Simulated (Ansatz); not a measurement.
Isolated molecules relaxed with PBE0-D4/def2-TZVP in Ansatz; ΔE leaves out vibrations. CBS: MP2 limit from def2 TZ/QZ plus the TZ coupled-cluster correction, frozen cores. This one scheme is used for every species, atoms too. DFT in def2-TZVPP. No spin–orbit coupling; open shells (•) take unrestricted orbitals. Spin–orbit coupling would lower the free atoms: a little for C, F, O; clearly for Ge. For Ge outer-core shells are correlated without core-valence functions, so the limit isn't a true one: a few kJ/mol of doubt a bond, and 10 to 20 or more in all where bonds break to atoms. Scalar relativity is left out up to krypton.

`[F][GeH]1[CH2]C[O]1` → 2 C• + F• + Ge• + 5 H• + O•  (atomization)

CCSD(T)/CBS gives +3793.1 kJ/mol.

Q: Another level gave +3845.8 kJ/mol. Which?
A. PBE0/def2-TZVPP
B. ωB97X-V/def2-TZVPP
C. PBE/def2-TZVPP
D. ωB97M-V/def2-TZVPP

A: C. PBE 3845.8, ωB97M-V 3778.3, ωB97X-V 3797.9, PBE0 3762.4 kJ/mol.

Largest T1 diagnostic among the species: 0.012.

The D4 term adds +30.9 kJ/mol with B3LYP and +16.0 kJ/mol with PBE0; it sums over pairs of atoms, weighted by their polarisabilities, and B3LYP, whose exchange is more repulsive, gets the larger term. From PBE to PBE0 (25 % exact exchange), in def2-TZVPP and without D4, ΔE moves by −83.4 kJ/mol: exact exchange takes away binding that semilocal exchange gives to molecules.

B3LYP here is the variant with VWN-RPA as its local correlation; programs differ in this.

For atomizations the MP2-based limit and the directly extrapolated one differ by several kJ/mol either way, and by 10 to 25 for some Ge, Se and Sn compounds, so smaller differences from it don't rank the levels.
